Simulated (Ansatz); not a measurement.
GaH3OSe (`[OH][GaH][SeH]`), charge 0, multiplicity 1.

**Question.** Give a relaxed structure at PBE0-D4/def2-TZVP (Ansatz 0.2.0). (An estimate is asked.)

**Answer.** Ansatz gave: 
Z-matrix (Å, degrees):
```
Ga
Se 1 2.328
O 1 1.782 2 119.4
H 1 1.550 2 122.4 3 180.0
H 2 1.469 1 93.1 3 0.1
H 3 0.959 1 114.9 2 -0.1
```
Point group Cs.
